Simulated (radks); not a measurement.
Values are calculated unless marked as measured or tabulated.
Task: Species: the cadmium ion Cd30+. Configuration: [Ar]. Level of theory: Dirac Kohn-Sham, BLYP, spin-unpolarised, spherical densities, finite nucleus; Fermi nuclear charge, rms radius 4.6087 fm (a radial shooting solver on a logarithmic mesh with Libxc functionals). Some entries of the table are withheld. Estimate them.

orbital  occ.  eigenvalue (eV)  r(max) (bohr)  <r> (bohr)
1s1/2       2        -28006.71        0.01968     0.03040
2s1/2       2        -5402.578         0.1109         (1)
2p1/2       2              (2)        0.08567         (3)
2p3/2       4              (4)        0.08995         (5)
3s1/2       2        -1961.387         0.3053      0.3253
3p1/2       2        -1866.286         0.2893         (6)
3p3/2       4        -1821.172         0.2974         (7)
3d3/2       0        -1676.255            (8)         (9)
3d5/2       0        -1665.928           (10)        (11)
4s1/2       0        -997.8235         0.6302      0.6341

Result: 
(1) 2s1/2 <r> (bohr): 0.1300
(2) 2p1/2 eigenvalue (eV): -5143.237
(3) 2p1/2 <r> (bohr): 0.1102
(4) 2p3/2 eigenvalue (eV): -4947.822
(5) 2p3/2 <r> (bohr): 0.1151
(6) 3p1/2 <r> (bohr): 0.3115
(7) 3p3/2 <r> (bohr): 0.3195
(8) 3d3/2 r(max) (bohr): 0.2357
(9) 3d3/2 <r> (bohr): 0.2809
(10) 3d5/2 r(max) (bohr): 0.2379
(11) 3d5/2 <r> (bohr): 0.2833
